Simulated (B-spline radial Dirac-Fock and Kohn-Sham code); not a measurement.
**3d5/2 photoionisation of Se⁴⁺ near threshold**

System: the Se⁴⁺ ion in the configuration 1s2 2s2 2p6 3s2 3p6 3d10 4s2. The computed 3d5/2 threshold is 116.6 eV; without correlation, outer thresholds are uncertain by 1 to 2 eV.

Input of the calculation (task.json; shells as n, l, electrons):

```json
{"items": [{
  "Z": 34,
  "q": 4,
  "cfg": [[1, 0, 2], [2, 0, 2], [2, 1, 6], [3, 0, 2], [3, 1, 6], [3, 2, 10], [4, 0, 2]],
  "A": 80,
  "rrms": 4.14,
  "do": ["binding", "quiet", "photo", "scan"],
  "hv": [60, 100, 102.0, 150, 200, 217.0, 300, 532.0, 704.0, 847.0, 2580.0, 2984.4, 4790.0, 29700.0, 59318.2, 150000]
}]}
```

Launch: `python xray_run.py task.json out`

Level of theory: the independent-particle Dirac-Slater model, thresholds from Dirac-Fock; a radial B-spline solver. Interchannel coupling and autoionising resonances are not included, so magnitudes near threshold are approximate.

```
kinetic energy (eV)  σ (Mb)     β
                1.5    3.87  0.27
                1.9    3.89  0.25
                2.3    3.90  0.24
                2.9    3.93  0.22
                3.7    3.95  0.21
                4.6    3.98  0.20
                5.7    4.02  0.19
                7.2    4.06  0.18
                9.0    4.10  0.18
               11.2    4.15  0.19
               14.0    4.20  0.20
               17.5    4.23  0.22
               21.9    4.25  0.26
               27.4    4.24  0.31
               34.2    4.17  0.37
               42.8    4.04  0.43
               53.5    3.84  0.52
               66.9    3.55  0.60
               83.7    3.18  0.69
              104.7    2.75  0.78
              130.9    2.29  0.87
              163.6    1.83  0.96
              204.6    1.40  1.04
              255.8    1.01  1.10
              319.9   0.691  1.16
              400.0   0.452  1.19
```

The cross section shows no minimum in this range. Its largest value, 4.25 Mb, lies 22 eV above threshold, delayed by the centrifugal barrier of the l+1 channel. β ranges from 0.18 (at 9.0 eV) to 1.19.
